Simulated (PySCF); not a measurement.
Gas-phase reaction: 2 GeH₂ + 2 F₂ ⇌ GeH₃F + GeHF₃, at 2500 K and a standard pressure of 1 bar. Level: PBE0/def2-TZVP.

Energies from PySCF, thermal terms from the rigid-rotor harmonic-oscillator model, ideal gas at 1 bar. All species are closed-shell singlets. Ge: all electrons, no relativistic terms. GeH₂, GeHF₃: computed as isolated molecules; such fragments, hydroxides, amides, oligomers or adducts are transient or little studied in the gas. The harmonic model lacks anharmonicity and excited electronic states, which grow with temperature; levels with a mode under 35 cm⁻¹ are left out.

```csv
species,E (Ha),H(2500 K) − E (kJ/mol),S°(2500 K) (J/mol/K)
GeH₂,-2077.87561,150.2,319.8
F₂,-199.40856,94.2,275.8
GeH₃F,-2178.35404,280.3,428.8
GeHF₃,-2376.83849,274.8,495.7
```
E: electronic energy; H − E holds the zero-point and thermal terms. 1 Ha = 2625.5 kJ/mol.

**Question.** Work out ΔH°, ΔS°, ΔG° and log10 K from these numbers.

**Answer.** 1. ΔE = 1×(-2178.35404) + 1×(-2376.83849) − 2×(-2077.87561) − 2×(-199.40856) = -0.62419 Ha = -1638.8 kJ.
2. Δ(H − E) = 1×(280.3) + 1×(274.8) − 2×(150.2) − 2×(94.2) = 66.3 kJ, so ΔH° = -1572.5 kJ.
3. ΔS° = 1×(428.8) + 1×(495.7) − 2×(319.8) − 2×(275.8) = -266.7 J/K; the number of gas molecules changes by -2.
4. ΔG° = ΔH° − TΔS° = -1572.5 − 2500×(-266.7)/1000 = -905.8 kJ.
5. log10 K = −ΔG°/(RT ln 10) = 18.93, with RT ln 10 = 47.86 kJ/mol; at standard pressures the products are favoured.
6. A shift of 10 kJ in ΔE would move log10 K by 0.21 here.
For scale, ΔH°(298 K) is -1614 kJ at this level, -1612 kJ at ωB97M-V/def2-TZVP†, and runs from -1739 to -1282 kJ over the 20 levels computed († marks an energy on the PBE0/def2-TZVP geometry).
